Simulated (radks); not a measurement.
The numbers below are computed, except where a source is named.
Task: The mean radii <r> (bohr) of the occupied orbitals of an atom or ion are listed with their occupations. Level of theory: non-relativistic Kohn-Sham, PBE, spin-unpolarised, spherical densities, point nucleus (a radial shooting solver on a logarithmic mesh with Libxc functionals).

orbital  occ.      <r>
1s          2  0.08582
2s          2   0.3780
2p          2   0.3296

Name the element and its charge.

Result: Z = 18, argon, charge +12: Ar12+ in [He] 2s2 2p2. The 1s radius gives Z: for a bare nucleus <r> = 1.5/Z, 0.08333 bohr for Z = 18, and screening makes it slightly larger (0.08582 here). The occupations add up to 6, and the charge is Z minus that.
